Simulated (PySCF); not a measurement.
Ga(F)(Me)(OH) (CH₄FGaO), SMILES [F][Ga]([CH3])[OH]. Coordinates come from a PBE0-D3(BJ)/def2-SVP optimisation. The structure was generated by enumeration; whether it is a known compound was not checked. One conformer was computed; it need not be the lowest.

Computed equilibrium geometry at PBE0-D3(BJ)/def2-SVP (PySCF confirms it by a frequency run) as a Z-matrix, and its point group (one conformer of several):
point group Cs.
```
Ga
F 1 1.7620
O 1 1.7754 2 112.32
H 3 0.9634 1 113.56 2 0.00
C 1 1.9360 2 122.15 4 180.00
H 5 1.0982 1 110.36 2 180.00
H 5 1.0997 6 109.35 1 120.89
H 5 1.0997 6 109.35 7 118.22
```
